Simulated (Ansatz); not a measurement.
`BBCCCl`, charge 0, multiplicity 1.

Q: Give a relaxed structure at PBE0-D4/def2-TZVP (Ansatz 0.2.0). (Best estimate.)

A: Computed: 
```xyz
12

B     0.7460   -1.8520    0.3900
B    -0.6243   -0.9658    0.2513
C    -0.8133    0.5506   -0.0890
C     0.4523    1.3373   -0.3266
Cl    0.1241    3.0549   -0.7102
H     1.2161   -2.4501   -0.5385
H     1.3093   -1.9954    1.4404
H    -1.6459   -1.5823    0.4415
H    -1.4022    1.0045    0.7199
H    -1.4757    0.6152   -0.9633
H     1.0945    1.3412    0.5542
H     1.0191    0.9418   -1.1695
```
Point group Cs.
This is one stationary point; other conformers may exist.
